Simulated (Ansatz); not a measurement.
One change: `C#[C][GeH2][OH]` becomes `CC#[C][GeH2][OH]`.

Ansatz, PBE0-D4/def2-TZVP geometries, multiplicity 1. Each molecule was computed in one conformer, which needn't be the lowest.

Scalar relativity is left out up to krypton.

```
                                        property  `C#[C][GeH2][OH]`
           LUMO energy (ωB97M-V/def2-TZVPP) / eV               1.40
               HOMO energy (PBE/def2-TZVPP) / eV              -6.86
              LUMO energy (PBE0/def2-TZVPP) / eV              -0.46
size of the dipole moment (B3LYP/def2-TZVPP) / D               1.31
              HOMO energy (PBE0/def2-TZVPP) / eV              -8.20
            HOMO–LUMO gap (PBE0/def2-TZVPP) / eV               7.74
```

Q: What does the change do to each property? (Best estimate.)

A: The calculation gave: 
| property | `CC#[C][GeH2][OH]` | shift |
| --- | --- | --- |
| LUMO energy (ωB97M-V/def2-TZVPP) / eV | 1.65 | 0.25 |
| HOMO energy (PBE/def2-TZVPP) / eV | -6.51 | 0.35 |
| LUMO energy (PBE0/def2-TZVPP) / eV | -0.21 | 0.25 |
| size of the dipole moment (B3LYP/def2-TZVPP) / D | 2.67 | 1.36 |
| HOMO energy (PBE0/def2-TZVPP) / eV | -7.74 | 0.46 |
| HOMO–LUMO gap (PBE0/def2-TZVPP) / eV | 7.54 | -0.20 |

With PBE0 the HOMO rises by 0.46 eV and the LUMO rises by 0.25 eV, so the gap narrows by about 0.21 eV. PBE moves the HOMO by 0.35 eV and ωB97M-V by 0.48 eV. Dipoles are sizes alone; their direction can turn.

B3LYP here is the variant with VWN-RPA as its local correlation; programs differ in this.
